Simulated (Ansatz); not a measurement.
`C[SiH2][AlH][O][SiH3]` and `C[SiH2][AlH][F]` differ in one atom or group.

Ansatz, PBE0-D4/def2-TZVP geometries, multiplicity 1. Each molecule was computed in one conformer, which needn't be the lowest.

```
                                          property  `C[SiH2][AlH][O][SiH3]`
             HOMO–LUMO gap (B3LYP/def2-TZVPP) / eV                     5.43
             LUMO energy (ωB97M-V/def2-TZVPP) / eV                     0.15
                LUMO energy (PBE0/def2-TZVPP) / eV                    -1.47
size of the dipole moment (ωB97M-V/def2-TZVPP) / D                     0.70
              HOMO–LUMO gap (PBE0/def2-TZVPP) / eV                     5.79
                 LUMO energy (PBE/def2-TZVPP) / eV                    -2.23
```

Task: Give the same properties after the change, and the shifts. (An estimate is asked.)

Result: The calculation gave: 
| property | `C[SiH2][AlH][F]` | shift |
| --- | --- | --- |
| HOMO–LUMO gap (B3LYP/def2-TZVPP) / eV | 5.49 | 0.06 |
| LUMO energy (ωB97M-V/def2-TZVPP) / eV | -0.02 | -0.17 |
| LUMO energy (PBE0/def2-TZVPP) / eV | -1.67 | -0.20 |
| size of the dipole moment (ωB97M-V/def2-TZVPP) / D | 2.18 | 1.48 |
| HOMO–LUMO gap (PBE0/def2-TZVPP) / eV | 5.86 | 0.07 |
| LUMO energy (PBE/def2-TZVPP) / eV | -2.41 | -0.18 |

With PBE0 the HOMO falls by 0.25 eV and the LUMO falls by 0.20 eV, so the gap widens by about 0.05 eV. PBE moves the HOMO by -0.25 eV and ωB97M-V by -0.24 eV. Dipoles are sizes alone; their direction can turn.

B3LYP here is the variant with VWN-RPA as its local correlation; programs differ in this.
